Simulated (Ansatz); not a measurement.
Calculated with Ansatz (gas phase, PBE0-D4/def2-TZVP geometries, no zero-point term in ΔE). CCSD(T)/CBS is the MP2 limit (def2-TZVPP, def2-QZVPP) plus CCSD(T) − MP2 in def2-TZVPP, frozen cores. This one scheme is used for every species. DFT in def2-TZVPP. B3LYP here is the variant with VWN-RPA as its local correlation; programs differ in this. One conformer a species, not always the lowest.

Reaction (hydrogenolysis of the Si–O bond): `CO[Si](C)(N)O` + H₂ → `CO[SiH](C)N` + H₂O

(1) Is it downhill or uphill in electronic energy at CCSD(T)/CBS, and by how much? (Estimate.)

(2) What do these levels give: PBE-D4, PBE0-D4, ωB97X-V, r2SCAN, PBE0, B3LYP, MP2/def2-TZVPP, CCSD/def2-TZVPP, HF/def2-QZVPP, MP2/def2-QZVPP, SCS-MP2/def2-QZVPP, HF/CBS(def2)? (An estimate is asked.)

Largest T1 diagnostic among the species: 0.011.

Results:

(1) Computed: Uphill: ΔE = +97.3 kJ/mol.

(2) Ansatz gave: PBE-D4 92.7, PBE0-D4 93.5, ωB97X-V 98.3, r2SCAN 103.7, PBE0 89.7, B3LYP 92.7, MP2/def2-TZVPP 102.4, CCSD/def2-TZVPP 96.1, HF/def2-QZVPP 93.4, MP2/def2-QZVPP 101.9, SCS-MP2/def2-QZVPP 98.7, HF/CBS(def2) 93.4 kJ/mol.

The D4 term adds +7.0 kJ/mol with B3LYP and +3.8 kJ/mol with PBE0; it sums over pairs of atoms, weighted by their polarisabilities, and B3LYP, whose exchange is more repulsive, gets the larger term. In def2-TZVPP, CCSD(T) changes the Hartree–Fock value by +5.0 kJ/mol (the triples alone add +2.1 kJ/mol) and MP2 by +9.2 kJ/mol.
